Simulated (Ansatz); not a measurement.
input.yaml

```yaml
crystal:
  lattice:
    - [6.98, 0.0, 0.0]
    - [0.0, 6.98, 0.0]
    - [0.0, 0.0, 6.98]
  atoms:
    - { symbol: Li, position: [-0.00334964, 0.02205268, 0.00010324] }
    - { symbol: Li, position: [0.51977931, -0.01739042, 0.00060511] }
    - { symbol: Li, position: [-0.00372414, 0.47581118, 0.00027998] }
    - { symbol: Li, position: [0.00697783, 0.00715794, 0.4997644] }
    - { symbol: Li, position: [0.2538629, 0.24965807, 0.22916847] }
    - { symbol: Li, position: [0.5194668, 0.51412978, 0.00060439] }
    - { symbol: Li, position: [0.48565374, -0.01248176, 0.50019002] }
    - { symbol: Li, position: [0.72977984, 0.24877714, 0.26714399] }
    - { symbol: Li, position: [0.00676689, 0.49102006, 0.49982932] }
    - { symbol: Li, position: [0.24236873, 0.75034985, 0.24216633] }
    - { symbol: Li, position: [0.25401397, 0.24948111, 0.77196324] }
    - { symbol: Li, position: [0.48694993, 0.51105617, 0.50021704] }
    - { symbol: Li, position: [0.76442601, 0.74959445, 0.26074636] }
    - { symbol: Li, position: [0.72993429, 0.24876497, 0.73451855] }
    - { symbol: Li, position: [0.24246294, 0.75028761, 0.75876035] }
    - { symbol: Li, position: [0.76376868, 0.74957096, 0.73994134] }
    - { symbol: H, position: [0.12648443, 0.250542, -0.00018564] }
basis:
  ecutwfc: 420.0
kpoints:
  mp_grid: { grid: [3, 3, 3] }
hamiltonian:
  xc: pbe
scf:
  occupations: { method: gaussian, width: 0.1 }
  lower_state_search: "off"
  max_iter: 97
neb:
  images: 2
  f_tol: 0.05
  max_iterations: 50
  order_check: false
  final_atoms:
    - { symbol: Li, position: [0.02272085, -0.00423072, 0.0001056] }
    - { symbol: Li, position: [0.47571499, -0.00380356, 9.316e-05] }
    - { symbol: Li, position: [-0.01782364, 0.52007546, -0.00011487] }
    - { symbol: Li, position: [0.00796819, 0.0075691, 0.50011029] }
    - { symbol: Li, position: [0.25030726, 0.25424853, 0.22768742] }
    - { symbol: Li, position: [0.51632409, 0.52030114, -0.00010779] }
    - { symbol: Li, position: [0.49130489, 0.00717746, 0.50009644] }
    - { symbol: Li, position: [0.75030185, 0.24209878, 0.24126999] }
    - { symbol: Li, position: [-0.01287755, 0.4853873, 0.49999814] }
    - { symbol: Li, position: [0.2495955, 0.72943019, 0.26744212] }
    - { symbol: Li, position: [0.25031773, 0.25440634, 0.77185072] }
    - { symbol: Li, position: [0.51213404, 0.48605659, 0.49999986] }
    - { symbol: Li, position: [0.75000336, 0.76452472, 0.26112996] }
    - { symbol: Li, position: [0.75031049, 0.24199901, 0.75851593] }
    - { symbol: Li, position: [0.24959206, 0.72949522, 0.73212562] }
    - { symbol: Li, position: [0.74999643, 0.76472068, 0.73867478] }
    - { symbol: H, position: [0.24909176, 0.12643594, -0.00030736] }
```

Run as:

```bash
$ ansatz run input.yaml --threads 2 --pin off --max-ram 5120MiB --backend cpu --events-out ev --progress --plain --runs-dir out
```

Hardware: 2 threads of Intel(R) Xeon(R) 6975P-C (Granite Rapids) (shared host).

Q: Roughly how long does this run take, and how much memory?

A: 63 s, with a peak of 0.91 GiB, for 7 band iterations.
